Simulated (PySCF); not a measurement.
Ligand exchange on a metal centre used in film growth or etching (Hf F-H). Gas-phase values, no solvent. In the def2 sets, heavy atoms carry core potentials. All members: neutral, multiplicity 1. Level: B3LYP-D3(BJ)/def2-TZVP // PBE-D3(BJ)/def2-SVP (PySCF), beside PBE-D3(BJ)/def2-TZVP // PBE-D3(BJ)/def2-SVP (PySCF) at the same geometries. B3LYP has the VWN-RPA correlation part, as in Gaussian.  Orbital energies are measured against the vacuum level.

```
species       HOMO, PBE (eV)  HOMO, B3LYP-D3(BJ) (eV)
------------  --------------  -----------------------
[Hf(F)4]              -10.09                   -11.85
[Hf(F)3(H)]            -7.87                 withheld
[Hf(F)2(H)2]           -7.31                    -8.52
[Hf(F)(H)3]            -7.19                    -8.36
[Hf(H)4]               -7.12                    -8.27
```

Q: Fit y = a + b·x, y being the HOMO at the first level, to the 4 complete rows by least squares, with x = the PBE value in eV. Give a, b and the rms residual, and predict the withheld value.

A: Means of the 4 rows: x̄ = -7.9275, ȳ = -9.25 eV. Σ(x − x̄)² = 6.2537 and Σ(x − x̄)(y − ȳ) = 7.521, so b = 1.203 and a = ȳ − b·x̄ = 0.287 eV. The rms residual is 0.008 eV. At x = -7.87 the line gives -9.18 eV. The run for [Hf(F)3(H)] gave -9.08 eV, so the line is off by 0.10 eV, more than twice the rms residual.

Codes: PySCF.
